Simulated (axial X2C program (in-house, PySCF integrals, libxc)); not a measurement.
# Nuclear properties of HGaH

Calculated with an in-house all-electron X2C program for linear molecules (integrals from PySCF): two-component X2C with atomic mean-field Coulomb and Gaunt terms, Gaussian nuclei, basis H dyall-v3z, Ga dyall-v3z with contracted cores.

H–Ga–H held linear, with bonds 1.510 and 1.510 Å (near the PBE0 minimum at charge 0 of the determinant lowest at the starting distance; the state shown can have its own minimum elsewhere, held linear; other orders of the atoms were not compared).

Input and command:
```json
{"zs": [1, 31, 1], "q": 0, "bas": ["dyall-v3z", "dyall-v3z", "dyall-v3z"], "r0": [1.56, 1.56], "symm": 1, "scan": ["PBE0", "HF", "LDA"], "levels": ["PBE0", "HF", "r2SCAN"], "nst": 2}
```
```bash
python solin.py task.json out
```

Keys: zs atomic numbers; q charge; bas basis sets; r0 starting distance in Å; symm equal bonds; scan levels of the two-bond scan; levels methods; nst determinants followed.

Determinant lowest in the PBE0 search, Ω = 1/2 (⟨Sz⟩ = -0.50, ⟨Lz⟩ = 1.00 at PBE0), spin on the atoms H 0.02, Ga -0.55, H 0.02:

| level | A∥/gI H (MHz) | qzz H (a.u.) | A∥/gI Ga (MHz) | qzz Ga (a.u.) |
| --- | --- | --- | --- | --- |
| PBE0 | 18.8 | 0.13 | 603 | -3.24 |
| HF | 32.7 | 0.14 | 115 | -3.84 |
| r2SCAN | 22.1 | 0.13 | 667 | -3.15 |

Determinant 0.08 eV from it at PBE0 and this distance, Ω = 3/2 (⟨Sz⟩ = 0.50, ⟨Lz⟩ = 1.00 at PBE0), spin on the atoms H -0.02, Ga 0.55, H -0.02:

```json
{"level": "PBE0", "A∥/gI H (MHz)": "-1.95", "qzz H (a.u.)": "0.13", "A∥/gI Ga (MHz)": "284", "qzz Ga (a.u.)": "-3.33"}
{"level": "HF", "A∥/gI H (MHz)": "-6.76", "qzz H (a.u.)": "0.14", "A∥/gI Ga (MHz)": "375", "qzz Ga (a.u.)": "-3.92"}
{"level": "r2SCAN", "A∥/gI H (MHz)": "-2.95", "qzz H (a.u.)": "0.13", "A∥/gI Ga (MHz)": "276", "qzz Ga (a.u.)": "-3.25"}
```

A∥ (defined per Ω) follows by multiplying with gI = μI/(I μN); qzz is the electric field gradient, eQq0 = 234.96 MHz × Q/barn × qzz. The operators were transformed with the bare-nucleus X2C matrices; with these basis sets, hyperfine constants and field gradients can be off by tens of per cent, and where levels differ in sign neither size nor sign is settled.

(1) With gI(1H) = 5.5857, Q(69Ga) = 0.171 barn (g factors from the IAEA table of nuclear moments by Stone; Q from Pyykkö, Mol. Phys. 2018), turn the PBE0 values of the first state into constants in MHz.

The molecule was held linear; bending was not examined, so a bent shape may lie lower.

Each state is one determinant with collinear spin. Unrestricted Hartree–Fock can overshoot spin polarisation at the nuclei. The search compared states at one distance, so a state with another bond length can lie lower. Where a field gradient or hyperfine factor spreads by more than a factor of two over the levels, a constant derived from it is not to be relied on. PBE0 term energies can be off by some tenths of an eV.

## Answers

(1) A∥(1H) = 18.8 × 5.5857 = 105 MHz; eQq0(69Ga) = 234.96 × (0.171) × (-3.24) = -130 MHz.
